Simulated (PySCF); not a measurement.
Job file and geometry (Å, from GFN2-xTB) of an NMR shielding run on `CCCOBSB`, C$_{3}$H$_{10}$B$_{2}$OS, PySCF, GIAO PBE0/pcSseg-1 NMR shielding, non-relativistic, gas phase; density fitting, a coarse starting grid and PySCF grid level 2 are the driver's defaults:

```
$ OMP_NUM_THREADS=1 python probes_run.py task.json out

{"job": {"kind": "nmr", "xc": "PBE0", "basis": "pcSseg-1"}, "charge": 0, "multiplicity": 1}
B      3.119638     0.858544     0.266755
S      3.015113    -0.850546     0.684154
B      1.356931    -1.406974     0.158432
O      0.547263    -0.540326    -0.421169
C     -0.780005    -0.807076    -0.823378
C     -1.770516    -0.253107     0.201432
C     -1.703279     1.266801     0.288724
H      4.116275     1.405848     0.528761
H      2.224364     1.403796    -0.244899
H      1.085512    -2.534794     0.359342
H     -0.925865    -1.888052    -0.940651
H     -0.922892    -0.315763    -1.791831
H     -2.775284    -0.569740    -0.084041
H     -1.537811    -0.690255     1.175202
H     -0.690540     1.585109     0.523923
H     -1.996051     1.716487    -0.657573
H     -2.369852     1.632075     1.065831
```

Q: What does the program print?

A: 
```
coarse grid: 14344 points
cycle   1  E = -642.9121252051  dE =  6.510e-01  |g| = 5.879e-01  |ddm| = 3.437e+00
cycle   2  E = -642.8230208939  dE =  8.910e-02  |g| = 9.167e-01  |ddm| = 1.115e+00
cycle   3  E = -642.9802920084  dE = -1.573e-01  |g| = 1.076e-01  |ddm| = 7.411e-01
cycle   4  E = -642.9825268807  dE = -2.235e-03  |g| = 3.728e-02  |ddm| = 1.124e-01
cycle   5  E = -642.9828501428  dE = -3.233e-04  |g| = 5.747e-03  |ddm| = 3.297e-02
cycle   6  E = -642.9828580057  dE = -7.863e-06  |g| = 1.394e-03  |ddm| = 6.179e-03
final grid: 132720 points
cycle   7  E = -643.0357898532  dE = -4.702e-05  |g| = 1.165e-02  |ddm| = 2.810e-02
cycle   8  E = -643.0357704443  dE =  1.941e-05  |g| = 1.569e-02  |ddm| = 1.797e-02
cycle   9  E = -643.0358181136  dE = -4.767e-05  |g| = 1.789e-03  |ddm| = 1.039e-02
cycle  10  E = -643.0358187563  dE = -6.427e-07  |g| = 2.841e-04  |ddm| = 1.618e-03
cycle  11  E = -643.0358187754  dE = -1.910e-08  |g| = 6.752e-05  |ddm| = 3.513e-04
cycle  12  E = -643.0358187765  dE = -1.109e-09  |g| = 2.910e-05  |ddm| = 9.683e-05
cycle  13  E = -643.0358187768  dE = -2.460e-10  |g| = 4.699e-06  |ddm| = 3.102e-05
converged SCF energy = -643.0358187768

GIAO shielding tensors (ppm)
atom      isotropic    diamagn.    paramagn.     s11        s22        s33       span
  0 B       29.492     197.343    -167.850    -39.142    -10.416    138.036    177.178
  1 S      395.378    1060.073    -664.695     63.029    376.263    746.842    683.814
  2 B       60.203     197.242    -137.039     38.862     48.206     93.542     54.680
  3 O      131.330     400.016    -268.686    -60.578    105.836    348.734    409.312
  4 C      109.743     243.226    -133.483     82.185     96.340    150.703     68.518
  5 C      154.198     249.061     -94.863    141.779    151.919    168.897     27.118
  6 C      173.732     247.734     -74.002    159.087    175.560    186.549     27.462
  7 H       24.382      29.479      -5.097     19.565     26.441     27.139      7.575
  8 H       23.843      31.919      -8.077     18.226     24.799     28.503     10.277
  9 H       26.020      30.530      -4.510     24.082     26.553     27.424      3.343
 10 H       27.133      29.864      -2.732     22.762     27.548     31.087      8.325
 11 H       27.411      30.069      -2.658     23.659     26.875     31.699      8.040
 12 H       30.097      29.662       0.435     25.229     28.664     36.399     11.170
 13 H       30.180      31.843      -1.663     26.475     29.216     34.849      8.375
 14 H       29.975      31.591      -1.616     24.644     30.199     35.081     10.437
 15 H       30.796      29.808       0.988     27.138     28.100     37.149     10.012
 16 H       30.553      28.793       1.761     26.011     27.829     37.821     11.810
```

Size and cost of the density-fitted run: 176 basis functions, 16 s wall time on 1 thread of an AMD EPYC 9R45 96-Core, shared host; peak memory 0.8 GiB.
